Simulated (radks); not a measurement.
Q: Hf21+, 51 electrons, occupied as [Kr] 4d10 4f5. All-electron calculation, scalar-relativistic Kohn-Sham, PBE, spin-polarised, spherical densities, finite nucleus; open shells are filled with parallel spins first (spin-orbit coupling, left out, can overturn this in heavy ions); Fermi nuclear charge, rms radius 5.347 fm. Program: a radial shooting solver on a logarithmic mesh with Libxc functionals. Some entries of the table are withheld. Estimate them.

| orbital | occ. | eigenvalue (eV) | <r^2> (bohr^2) |
|---|---|---|---|
| 1s down | 1 | -65857.06 | 0.0004952 |
| 1s up | 1 | -65857.04 | 0.0004952 |
| 2s up | 1 | -11755.21 | 0.007645 |
| 2s down | 1 | -11755.09 | 0.007645 |
| 2p up | 3 | -10395.72 | 0.006287 |
| 2p down | 3 | -10395.63 | 0.006287 |
| 3s up | 1 | -3141.675 | 0.04969 |
| 3s down | 1 | -3137.297 | 0.04960 |
| 3p up | 3 | -2735.226 | 0.05029 |
| 3p down | 3 | -2730.842 | 0.05018 |
| 3d up | 5 | -2253.561 | 0.04176 |
| 3d down | 5 | -2250.229 | 0.04163 |
| 4s up | 1 | -1078.629 | 0.2317 |
| 4s down | 1 | -1071.144 | 0.2322 |
| 4p up | 3 | (1) | 0.2561 |
| 4p down | 3 | (2) | 0.2568 |
| 4d up | 5 | -761.1632 | 0.2786 |
| 4d down | 5 | -754.0649 | 0.2799 |
| 4f up | 5 | -563.5630 | (3) |
| 4f down | 0 | -555.9880 | (4) |

A: 
(1) 4p up eigenvalue (eV): -939.7436
(2) 4p down eigenvalue (eV): -932.5293
(3) 4f up <r^2> (bohr^2): 0.2849
(4) 4f down <r^2> (bohr^2): 0.2880
